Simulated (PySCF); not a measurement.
How methods differ on the ionisation energy of Os+

Os+ [Xe] 4f14 5d6 6s1 (6D) → Os(2+) [Xe] 4f14 5d6 (5D), as a difference of total energies. Computed with PySCF 2.14 in aug-cc-pVQZ-PP with ECP60MDF (7s7p6d4f3g2h, 135 functions), with a scalar-relativistic core potential. Correlated levels: valence: 5s2 5p6 frozen. The calculations carry no spin-orbit coupling.

```tsv
method	ionisation energy (eV)
UHF	16.024
LDA	17.870
PBE	17.557
PBE0	17.294
r2SCAN	17.579
M06-L	16.794
MN15	17.523
BHandHLYP	16.856
MP2 (valence)	16.905
SCS-MP2 (valence)	16.524
```

How much does correlation contribute at MP2 (valence)?

16.905 − (16.024) = 0.881 eV, measured against UHF.

The reference lies between the lowest fine-structure levels, while these numbers refer to the centres of the terms.

For comparison: 17 ± 1 eV (semi-empirical (NIST evaluation); NIST Atomic Spectra Database, ionization energies).
